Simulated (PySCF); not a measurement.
# Peak assignment

Mapped SMILES: `[CH3:1][N:2]([CH3:3])[SiH2:4][C:5]([F:6])([F:7])[SiH3:8]`. Each H is labelled by its parent atom.

PySCF 2.14.0 with density-fitted response routines calculation with GFN2-xTB structure and PBE0/pcSseg-1 with gauge-including orbitals; equivalent nuclei averaged, non-relativistic, in vacuum, single conformer.

References, each an isolated molecule treated in the same way: TMS for 13C and 1H.

Question: Assign these signals to the numbered atoms. 13C{1H} NMR (computed): δ 143.3 (C), 41.0 (CH3).

Answer: 
143.3 → C5, fully substituted sp3 carbon bonded to 2 F and 2 Si: 2 electronegative neighbours deshield it
41.0 → C1/C3, methyl carbon bonded to N: pulled downfield by the heteroatom

Question: Assign these signals to the numbered atoms. 1H NMR (600 MHz, computed): δ 4.72 (m, 2H), 4.02 (m, 3H), 2.64 (s, 6H).

Answer: 
4.72 → H(Si4), hydrogen on a silicon bonded to C, N
4.02 → H(Si8), hydrogen on a silicon bonded to C
2.64 → H(C1)/H(C3), hydrogen on a methyl carbon bonded to N: its carbon carries N, which withdraws density

Splittings by 19F in the carbon and heteronuclear signals aren't shown, as no couplings were computed. Shifts are as computed. Against solution values, carbons near 30 ppm lie about +3 ppm off and those near 130 ppm about +5 ppm. Of 1211 compounds with measured shifts, 218 miss one by over three times the rms of a fit or turn the order of signals round; such compounds aren't used in these exercises. Multiplicities follow the n + 1 count of equivalent neighbours, as no J values were calculated; m marks all less simple cases, F and P coupling included.
